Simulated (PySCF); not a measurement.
Species: C4HF4O (doublet state).
Atom-mapped SMILES: `[F:1][C:2]1=[C:3]([F:4])[C:5]([F:6])([F:7])[O:8][CH:9]1` (hydrogens: H10 on C9)

Computed, not measured: UKS B3LYP, pcH-1 on C F H O, non-relativistic, mean-field spin-orbit, GIAO (PySCF). Isolated species at its GFN2-xTB geometry, gas phase. The geometry wasn't refined by DFT: couplings that depend on bond lengths, twists or pyramidal angles can differ widely from those at the functional's own minimum. No stability test was run, so a lower SCF solution isn't excluded. ⟨S²⟩ is 0.773 where a pure state has 0.75.

(1) Break the g tensor into its mass correction, gauge correction and orbital-Zeeman/spin–orbit terms.

(2) Average each term over the three axes. Which is largest in size?

(3) What effective moment and Curie constant follow for a powder?

(4) At 9.459 GHz, how far is the centre of the isotropic spectrum from where a free electron (g = 2.002319) resonates?

(5) In a frozen sample, at which fields do the three g values resonate at 9.5, 34, 94 and 263 GHz (hyperfine left aside), and which band first spreads them over more than twice a line width of 0.3 mT?

Answers

(1) 
```csv
Δg (ppm),1,2,3
relativistic mass correction,-213,-213,-213
gauge correction,18,68,54
orbital Zeeman/spin–orbit,-852,1393,1779
total,-1047,1249,1620
```

So g = 2.00127, 2.00357, 2.00394 and g_iso = 2.00293; the tensor is close to axial: the two nearest values differ by 14 % of g3 − g1. Axes: g2 points within 5° of the C9–H10 bond and g3 points within 4° of the C3–C5 bond.

(2) The orbital-Zeeman/spin–orbit term 773, the mass correction -213 and the gauge correction 47 ppm, for a total of 607 ppm. The orbital-Zeeman/spin–orbit term is the largest in size. The mass correction is the same along every axis, so the anisotropy comes from the other two: their spans along these axes are 51 (gauge) and 2631 ppm (orbital Zeeman/spin–orbit).

(3) With the mean of g² = 4.0117 and S(S+1) = 0.75: μ_eff = √(⟨g²⟩S(S+1)) = 1.735 μB and χT = 0.12505·⟨g²⟩·S(S+1) = 0.376 cm³ K/mol (cgs; spin-Hamiltonian part alone).

(4) B = hν/(g μB) with μB/h = 13.99624 MHz/mT gives 337.52 mT for the free electron and 337.42 mT at g_iso, 0.10 mT lower.

(5) 
```csv
band,GHz,B(g3) mT,B(g2) mT,B(g1) mT,spread mT
X,9.5,338.71,338.77,339.16,0.45
Q,34.0,1212.22,1212.45,1213.84,1.62
W,94.0,3351.44,3352.06,3355.91,4.47
J,263.0,9376.91,9378.65,9389.41,12.50
```

The spread grows in proportion to the frequency. Q band is the first where it exceeds 0.6 mT.

Largest spin populations (Mulliken): C9 (+0.61), C3 (+0.50) and C2 (-0.20). The angles at C9 add up to 360.0°, so it is planar; its axial dipolar tensor and the negative coupling of its proton fit spin in a p orbital normal to that plane.

The HOMO–LUMO gaps are 6.39 eV among the α and 4.98 eV among the β orbitals.
